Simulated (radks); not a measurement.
The numbers below are computed, except where a source is named.
Q: All-electron atom: neutral bromine in [Ar] 3d10 4s2 4p5. Level of theory: scalar-relativistic Kohn-Sham, PBEsol, spin-unpolarised, spherical densities, finite nucleus; Fermi nuclear charge, rms radius 4.1629 fm; hard spherical wall at 8 bohr (a radial shooting solver on a logarithmic mesh with Libxc functionals). Some entries of the table are withheld. Estimate them.

orbital,occ.,eigenvalue (hartree),<1/r> (bohr^-1),r(max) (bohr)
1s,2,-489.0500,35.64,0.02793
2s,2,-63.64085,7.892,0.1593
2p,6,(1),7.726,0.1275
3s,2,-8.73115,2.592,0.4843
3p,6,(2),2.440,0.4813
3d,10,-2.45012,2.152,0.4306
4s,2,-0.73862,0.7946,1.418
4p,5,-0.28747,0.6304,(3)
5s,0,0.03496,0.2750,4.472
4d,0,0.12821,0.2831,4.227
5p,0,0.12886,0.2696,(4)

A: 
(1) 2p eigenvalue (hartree): -56.14621
(2) 3p eigenvalue (hartree): -6.36553
(3) 4p r(max) (bohr): 1.667
(4) 5p r(max) (bohr): 5.135
